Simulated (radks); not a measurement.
Valence configurations of Nb3+ (all share [Kr]). Method: scalar-relativistic Kohn-Sham, r2SCAN, spin-polarised, spherical densities, finite nucleus; open shells are filled with parallel spins first (spin-orbit coupling, left out, can overturn this in heavy ions); meta-GGA in the generalised Kohn-Sham scheme; Fermi nuclear charge, rms radius 4.324 fm; computed with a radial shooting solver on a logarithmic mesh with Libxc functionals. Energies are relative to 4d2; eigenvalues in eV for spin up.

valence      E (eV)  moment (Bohr magnetons)    e(4d)    e(5p)    e(5s)
4d2           0.000                        2  -31.222        -        -
5s2          14.422                        0        -        -  -28.994
4d1 5p1      12.248                        2  -34.980  -22.267        -
4d1.5 5p0.5   6.014                        2  -33.151  -20.923        -
5p2          25.548                        2        -  -24.512        -
4d1 5s1       6.096                        2  -34.195        -  -28.038
4d1.5 5s0.5   3.043                        2  -32.760        -  -26.661

NIST lists [Kr] 4d2 as the ground configuration; this level of theory agrees among the configurations tried. The energies are those of spherical high-spin densities, not of single terms.
